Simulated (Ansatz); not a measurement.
Two members of one family ((X3Ge)2Y), computed with Ansatz in the gas phase. The two geometries come from different levels. Binding counts from free atoms in the multiplicity of their measured ground term, without zero-point energy. A dash marks a value that wasn't run or was left out as unsound. The structures are stationary points that may keep the symmetry of their start.

First: (H3Ge)2S (singlet, charge 0, B3LYP-D4/def2-SVP geometry).

```xyz
9

Ge    0.1854   -1.3900   -0.9886
H     0.1474   -0.4158   -2.1857
H     1.0270   -2.6325   -1.3265
H    -1.2556   -1.7932   -0.6114
S     1.2123   -0.4283    0.7655
Ge   -0.1176    1.3658    1.0322
H    -0.0718    2.2578   -0.2267
H    -1.5722    0.9197    1.2908
H     0.4450    2.1166    2.2504
```

```
               level  HOMO (eV)  LUMO (eV)  gap (eV)  vertical IE (eV)  vertical triplet (eV)  binding per atom (eV)
     PBE-D4/def2-SVP      -5.87      -1.01      4.87                 –                      –                   2.71
    PBE-D4/def2-TZVP      -5.99      -1.15      4.83              9.00                   4.76                   2.71
  B3LYP-D4/def2-TZVP      -6.94      -0.53      6.42                 –                      –                   2.72
   PBE0-D4/def2-TZVP      -7.19      -0.29      6.90              9.15                   4.99                   2.71
r2SCAN0-D4/def2-TZVP      -7.37      -0.12      7.24                 –                      –                   2.73
```

Second: (H3Ge)2O (singlet, charge 0, r2SCAN-D4/def2-SVP geometry).

Cartesian coordinates in Å:
```
Ge -1.2670 0.3047 -0.9296
H -2.0648 -0.9161 -0.4294
H -2.1741 1.5281 -1.0973
H -0.5479 -0.0420 -2.2476
O -0.0635 0.7678 0.2970
Ge 1.2602 -0.2187 0.9629
H 0.6698 -1.4371 1.6982
H 2.1756 -0.6893 -0.1837
H 2.0117 0.7025 1.9296
```

**Question.** Estimate the same table for the second.

**Answer.** 
```csv
level,HOMO (eV),LUMO (eV),gap (eV),vertical IE (eV),vertical triplet (eV),binding per atom (eV)
PBE-D4/def2-SVP,-6.56,-0.91,5.65,–,–,2.89
PBE-D4/def2-TZVP,-6.70,-1.14,5.56,9.82,5.49,2.89
B3LYP-D4/def2-TZVP,-7.95,-0.49,7.46,–,–,2.90
PBE0-D4/def2-TZVP,-8.19,-0.25,7.94,10.17,5.90,2.86
r2SCAN0-D4/def2-TZVP,-8.43,-0.07,8.36,–,–,2.88
```
